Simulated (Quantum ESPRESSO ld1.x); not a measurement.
The numbers below are computed, except where a source is named.
Question: Radial electron density D(r) = 4 pi r^2 rho(r) of an atom or ion with 9 electrons. Code: ld1.x of Quantum ESPRESSO 7.5. Model: Dirac Kohn-Sham, LDA (Slater exchange, Perdew-Zunger correlation), spin-unpolarised, spherical densities, point nucleus.

r (bohr),D(r) (e/bohr)
0.002335,7.017
0.002806,9.409
0.003401,12.65
0.00412,16.78
0.004992,21.93
0.006049,28.12
0.00733,35.26
0.008881,43.01
0.01076,50.79
0.01304,57.68
0.0158,62.60
0.01914,64.50
0.02301,63.02
0.02788,58.53
0.03378,52.86
0.04093,48.84
0.0496,49.07
0.0601,53.98
0.07282,60.64
0.08823,63.59
0.1069,58.17
0.1295,44.22
0.1557,27.48
0.1887,12.81
0.2286,4.317
0.277,0.9841
0.3356,0.1402
0.4066,0.01135

What is the nuclear charge?

Answer: Z = 51. The innermost maximum, from 1s, lies near gamma/Z bohr with gamma = sqrt(1 - (Z/c)^2) = 0.928, here 0.0182 bohr (found: 0.0193), and its height grows with Z. The density is that of the antimony ion Sb42+ in [He] 2s2 2p5; the configuration itself is not fixed sharply by these data, and Z only to a few units. D(r) has 2 maxima, at r = 0.0193, 0.0868 bohr, and minima at 0.0447 bohr, inside which lie 2.18 electrons.
